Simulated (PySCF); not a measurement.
A calculated (UHF, PySCF 2.14, x2c-TZVPall, scalar relativity by spin-free X2C-1e) atom or ion has these occupied shells.

```csv
shell,electrons,orbital energy (eV),"rms radius, mean of both spins (bohr)"
1s α,1,-7779.4,0.0649
1s β,1,-7779.4,0.0649
2s α,1,-967.88,0.276
2s β,1,-966.17,0.276
2p α,3,-825.68,0.249
2p β,3,-823.98,0.249
3s α,1,-130.46,0.837
3s β,1,-125.52,0.837
3p α,3,-88.146,0.899
3p β,3,-82.187,0.899
3d α,5,-20.846,1.27
3d β,3,-18.355,1.27
```

(1) Name the element and its charge.

## Answers

(1) Co⁺ (cobalt, charge +1), in [Ar] 3d8, high-spin 3F determinant.
